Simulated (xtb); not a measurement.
O, triplet; GFN-FF run with xtb.

Here is a job for xtb.
```
$ xtb mol.xyz --gfnff --uhf 2 --json

# file mol.xyz
1

O      0.00000000     0.00000000     0.00000000
```

**Question.** What does xtb print? Leave out banner, timings and long lists.

**Answer.** 
```
   ID    Z sym.   atoms
    1    8 O      1

           -------------------------------------------------
          |                Calculation Setup                |
           -------------------------------------------------

          ==================== Thresholds ====================
          CN  :   150.00000
          rep :   500.00000
          disp:  2500.00000
          HB1 :   250.00000
          HB2 :   450.00000

          Pauling EN used:
          Z : 8  EN :  3.44
          electric field strengths (au): 0.000

           -------------------------------------------------
          |           Force Field Initialization            |
           -------------------------------------------------

          distances ...
          ----------------------------------------
          generating topology and atomic info file ...
!!!!!!!!!!!!!!!!!!!!!!!!!!!!!!!!!!!!!!!!!!!!
  warning: no bond partners for atom   1
!!!!!!!!!!!!!!!!!!!!!!!!!!!!!!!!!!!!!!!!!!!!
          pair mat ...
          computing topology distances matrix with Floyd-Warshall algo ...
          making topology EEQ charges ...
          #fragments for EEQ constrain: 1
          ----------------------------------------
          generating topology and atomic info file ...
!!!!!!!!!!!!!!!!!!!!!!!!!!!!!!!!!!!!!!!!!!!!
  warning: no bond partners for atom   1
!!!!!!!!!!!!!!!!!!!!!!!!!!!!!!!!!!!!!!!!!!!!
          pair mat ...
          computing topology distances matrix with Floyd-Warshall algo ...
          making topology EEQ charges ...
          #fragments for EEQ constrain: 1
          rings ...
          # BATM   0
          # H in HB   0

  atom   neighbors  erfCN metchar sp-hybrid imet pi  qest     coordinates
    1  O       0    0.00   0.00         0    0    0   0.000    0.000000    0.000000    0.000000

          #atoms :   1
          #bonds :   0
          #angl  :   0
          #tors  :   0
          #nmol  :   1
          #optfrag :   1
           -------------------------------------------------
          |                   G F N - F F                   |
          |          A general generic force-field          |
          |                  Version 1.0.3                  |
           -------------------------------------------------
          Number of HB bonds (bound hydrogen)     0
          Number of HB bonds (unbound hydrogen)   0
          Number of XB bonds                      0

         :::::::::::::::::::::::::::::::::::::::::::::::::::::
         ::                     SUMMARY                     ::
         :::::::::::::::::::::::::::::::::::::::::::::::::::::
         :: total energy               0.000000000000 Eh    ::
         :: gradient norm              0.000000000000 Eh/a0 ::
         ::.................................................::
         :: bond energy                0.000000000000 Eh    ::
         :: angle energy               0.000000000000 Eh    ::
         :: torsion energy             0.000000000000 Eh    ::
         :: repulsion energy           0.000000000000 Eh    ::
         :: electrostat energy         0.000000000000 Eh    ::
         :: dispersion energy          0.000000000000 Eh    ::
         :: HB energy                  0.000000000000 Eh    ::
         :: XB energy                  0.000000000000 Eh    ::
         :: bonded atm energy          0.000000000000 Eh    ::
         :: external energy            0.000000000000 Eh    ::
         :: add. restraining           0.000000000000 Eh    ::
         :: total charge               0.000000000000 e     ::
         :::::::::::::::::::::::::::::::::::::::::::::::::::::

           -------------------------------------------------
          |                Property Printout                |
           -------------------------------------------------

molecular dipole:
                 x           y           z       tot (Debye)
 q only:        0.000       0.000       0.000       0.000

           -------------------------------------------------
          | TOTAL ENERGY                0.000000000000 Eh   |
          | GRADIENT NORM               0.000000000000 Eh/α |
           -------------------------------------------------
########################################################################
[WARNING] Runtime exception occurred
-1- gfnff_setup: Could not read topology file.
########################################################################

normal termination of xtb
```
